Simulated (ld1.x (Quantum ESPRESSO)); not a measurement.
# Pseudopotential generation for phosphorus (P): ultrasoft, PBEsol, scalar-relativistic.

| Item | Value |
| --- | --- |
| Element | P (Z = 15) |
| Generator | ld1.x (Quantum ESPRESSO) 7.5 |
| Type | ultrasoft |
| Functional | PBEsol |
| Relativity | scalar-relativistic |
| Frozen core | [Ne] |
| Valence charge | 5 |
| Reference configuration | 3s2 3p3 |
| Partial waves | 3s (bound): rcut 1.05, rcutus 1.45 bohr; 3s channel at -0.65 Ry: rcut 1.05, rcutus 1.45 bohr; 3p (bound): rcut 1.70, rcutus 2.25 bohr; 3p channel at 2.05 Ry: rcut 1.70, rcutus 2.25 bohr; 3d channel at 0.3 Ry: rcut 1.90, rcutus 2.45 bohr |
| Local potential | all-electron potential smoothed inside 1.10 bohr (lloc = -2) |
| Core correction | none |
| Augmentation charge | PSQ, inside the norm-conserving radii |

- Cutoffs needed: 15 Ry and 21 Ry (the cutoffs (Ry, on a coarse ladder) from which the occupation-weighted sum of valence levels, in a spherical-Bessel basis at the reference potential, stays within 10 and 1 mRy of its value at 400 Ry)
- Ghost test: no extra level below or beside the all-electron valence levels (s, p, d, f tested) (spherical-Bessel basis up to 400 Ry, 20 bohr box)
- Configuration tests: test run stopped at test 6 of 7 (negative rho)
- Lowest eigenvalue of the overlap operator: 0.02 (p channel)
- Density cutoff estimated by the generator: 202 Ry
